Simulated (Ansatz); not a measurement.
Mulliken charges of AsH3O2, SMILES `O[AsH]O` from B3LYP/def2-TZVPP in Ansatz (PBE0-D4/def2-TZVP geometry).

```json
{"atom": "O1", "x (Å)": "-1.348", "y (Å)": "-0.047", "z (Å)": "-0.476", "charge (e)": "-0.410"}
{"atom": "As2", "x (Å)": "0.411", "y (Å)": "0.260", "z (Å)": "-0.584", "charge (e)": "0.485"}
{"atom": "O3", "x (Å)": "0.933", "y (Å)": "-0.138", "z (Å)": "1.079", "charge (e)": "-0.410"}
{"atom": "H4", "x (Å)": "-1.556", "y (Å)": "-0.876", "z (Å)": "-0.916", "charge (e)": "0.172"}
{"atom": "H5", "x (Å)": "0.228", "y (Å)": "1.730", "z (Å)": "-0.231", "charge (e)": "-0.008"}
{"atom": "H6", "x (Å)": "1.373", "y (Å)": "-0.992", "z (Å)": "1.081", "charge (e)": "0.172"}
```

Task: By hand: the dipole of these point charges (1 e Å = 4.8032 D).

Result: Σ q r = (0.336, -0.133, -0.500) e Å, of length 0.617 e Å = 2.96 D.

Task: How does the dipole of the full density compare? (Best estimate.)

Result: Computed: (0.209, -0.372, -0.329) e Å, 2.59 D; the point charges give 1.14 times that, at 31° from its direction.

Point charges leave out the atoms' own dipoles, such as those of lone pairs, and Mulliken's split depends on the basis, so the two needn't agree.

B3LYP here is the variant with VWN-RPA as its local correlation; programs differ in this.
